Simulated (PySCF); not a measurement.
Assignment exercise: H₁₂O₂Si₅

Bonds (- single, = double, # triple, : aromatic): O1-Si2, Si2-Si3, Si2-O4, O4-Si5, Si2-Si6, Si6-Si7. O1 carries H8; Si3 carries H9, H10, H11; Si5 carries H12, H13, H14; Si6 carries H15, H16; Si7 carries H17, H18, H19. Stereochemistry as in O[Si@@]([SiH3])(O[SiH3])[SiH2][SiH3]. H15 is pro-R; H16 is pro-S.

Calculated, not measured (PySCF 2.14.0 with density-fitted response routines): geometry: GFN2-xTB, NMR shieldings at PBE0/pcSseg-1/GIAO. Isolated molecule, relativity neglected, one averaged value for each set of equivalent atoms, single conformer.

Referencing at the same level of theory: TMS for ¹H (σref 31.72).

Question: Assign these signals to the numbered atoms. ¹H NMR (600 MHz, computed): δ 5.14 (s, 3H), 3.58 (m, 3H), 3.53 (s, 3H), 3.21 (m, 1H), 3.20 (m, 1H), 2.01 (br s, 1H).

Answer: 
| δ (ppm) | atoms | environment | reason |
| --- | --- | --- | --- |
| 5.14 | H12/H13/H14 | hydrogen on a silicon bonded to O | – |
| 3.58 | H17/H18/H19 | hydrogen on a silicon bonded to Si | – |
| 3.53 | H9/H10/H11 | hydrogen on a silicon bonded to Si | – |
| 3.21 | H16 | hydrogen on a silicon bonded to 2 Si | – |
| 3.20 | H15 | hydrogen on a silicon bonded to 2 Si | – |
| 2.01 | H8 | hydrogen on an oxygen bonded to Si | labile proton, position sensitive to the medium |

H17/H18/H19 and H9/H10/H11; H16 and H15 lie closer than the usual error of such a calculation, so a measured spectrum could show them in the other order.

OH and NH positions are those of a molecule without intermolecular hydrogen bonds; in solution they move with solvent, concentration and temperature, and exchange usually removes their couplings. Multiplicities follow the n + 1 count of equivalent neighbours, as no J values were calculated; m marks all less simple cases, F and P coupling included.
